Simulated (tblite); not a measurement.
Species: C₈H₉BO₂.
Atom-mapped SMILES: `[BH2:1][c:2]1[cH:3][cH:4][cH:5][cH:6][c:7]([O:8][CH3:9])[c:10]1=[O:11]` (hydrogens: H12, H13 on B1; H14 on C3; H15 on C4; H16 on C5; H17 on C6; H18, H19, H20 on C9)

Computed with GFN2-xTB (tblite), gas phase: L-BFGS steps from a force-field or distance-geometry start until the largest atomic force falls under 0.01 eV/Å.

Step 0: E = -842.6050 eV
```
atom  x, y, z in Å  |  force x, y, z in eV/Å
B1      2.9048   -1.5617    0.0067   -0.821  -0.802  -0.673
C2      1.6629   -0.5941    0.1922    3.362   1.413   0.947
C3      1.9913    0.6933    0.6244   -1.866   0.009  -0.519
C4      1.1957    1.8483    0.4446   -0.207  -0.621   0.450
C5     -0.0348    1.9229   -0.1916    0.803   0.235  -0.208
C6     -0.9178    0.8840   -0.4793    0.180   0.143  -0.454
C7     -0.7831   -0.4543   -0.1767   -3.477   1.021   0.842
O8     -1.9271   -1.2005    0.0576    0.602   0.165  -0.699
C9     -3.1926   -0.5771   -0.0321    0.029   1.086   0.505
C10     0.4155   -1.1589   -0.0632    0.321  -3.773  -0.503
O11     0.3765   -2.4090   -0.2314   -0.345   0.921   0.006
H12     2.8188   -2.7361    0.1613    0.182   0.579   0.391
H13     3.7110   -1.1865   -0.7518    0.256   0.174   0.265
H14     2.9224    0.8516    1.1233    0.516  -0.024  -0.102
H15     1.6003    2.7481    0.8823    0.044   0.250  -0.314
H16    -0.3237    2.9232   -0.5067   -0.221  -0.165   0.200
H17    -1.8333    1.1301   -0.9988   -0.008   0.381   0.153
H18    -3.5420   -0.4373   -1.0820    0.242  -0.260   0.624
H19    -3.9570   -1.1122    0.5694    0.741  -0.158  -0.549
H20    -3.0929    0.4368    0.4487   -0.333  -0.575  -0.361
```

Step 1: E = -842.9628 eV
```
atom  x, y, z in Å  |  force x, y, z in eV/Å
B1      2.8931   -1.5731   -0.0029   -0.147  -0.202  -0.678
C2      1.7109   -0.5739    0.2057    0.319  -1.012   0.005
C3      1.9647    0.6935    0.6170    0.310   0.534   0.577
C4      1.1927    1.8394    0.4511   -0.630   0.425   0.314
C5     -0.0234    1.9263   -0.1946    0.453   0.004  -0.261
C6     -0.9152    0.8860   -0.4858    0.019   0.361  -0.376
C7     -0.8328   -0.4397   -0.1647    0.045  -0.005   0.701
O8     -1.9185   -1.1981    0.0476   -0.648   0.004  -0.458
C9     -3.1922   -0.5615   -0.0249    0.020   0.209   0.161
C10     0.4201   -1.2128   -0.0703    0.386   1.820   0.295
O11     0.3716   -2.3958   -0.2313   -0.444  -2.449  -0.434
H12     2.8214   -2.7279    0.1669    0.063   0.183   0.353
H13     3.7146   -1.1840   -0.7480    0.204   0.041   0.294
H14     2.9297    0.8512    1.1218   -0.279   0.015  -0.455
H15     1.6010    2.7516    0.8778   -0.001   0.008  -0.339
H16    -0.3269    2.9208   -0.5039   -0.167  -0.078   0.162
H17    -1.8334    1.1356   -0.9966   -0.062   0.524   0.105
H18    -3.5386   -0.4410   -1.0731    0.192  -0.170   0.503
H19    -3.9464   -1.1144    0.5615    0.584  -0.178  -0.394
H20    -3.0977    0.4286    0.4436   -0.218  -0.035  -0.077
```

**Question.** Estimate the geometry and energy of step 2. (The exact step hangs on the optimiser's Hessian estimate; all steps are aligned on step 1, rigid shifts and turns removed.)

**Answer.** E = -843.0663 eV, largest force 0.792 eV/Å
```
atom  x, y, z in Å  |  force x, y, z in eV/Å
B1      2.8885   -1.5783   -0.0138    0.105  -0.171  -0.612
C2      1.7260   -0.5823    0.2089   -0.284  -0.415   0.087
C3      1.9625    0.7004    0.6228    0.205  -0.047   0.329
C4      1.1840    1.8429    0.4566   -0.125   0.215   0.421
C5     -0.0149    1.9271   -0.1986   -0.121  -0.021  -0.417
C6     -0.9144    0.8911   -0.4921    0.063   0.117  -0.181
C7     -0.8436   -0.4365   -0.1529    0.603  -0.062   0.484
O8     -1.9249   -1.1975    0.0395   -0.475   0.025  -0.322
C9     -3.1919   -0.5553   -0.0212    0.038  -0.045  -0.021
C10     0.4261   -1.2017   -0.0682    0.024  -0.792   0.009
O11     0.3648   -2.4243   -0.2369   -0.261   0.567  -0.051
H12     2.8228   -2.7236    0.1728    0.045   0.018   0.342
H13     3.7181   -1.1829   -0.7434    0.227   0.024   0.223
H14     2.9278    0.8513    1.1156   -0.160   0.100  -0.337
H15     1.6011    2.7526    0.8725    0.005   0.095  -0.275
H16    -0.3298    2.9192   -0.5011   -0.130  -0.027   0.124
H17    -1.8342    1.1436   -0.9948   -0.078   0.537   0.049
H18    -3.5353   -0.4441   -1.0646    0.099  -0.097   0.314
H19    -3.9365   -1.1172    0.5547    0.399  -0.243  -0.236
H20    -3.1015    0.4262    0.4414   -0.177   0.221   0.069
```

The energy changes by -0.1035 eV. The first-order estimate −F·Δx gives -0.1937 eV and the mean of the old and new forces, exact on a quadratic surface, -0.1061 eV. The step makes an angle of 27° with the force vector and moves no atom by more than 0.030 Å.

What follows is the cost of the whole relaxation. The run took 1.1 s wall, 2.2 s CPU on 2 threads of an Intel Xeon Platinum 8488C, shared host.
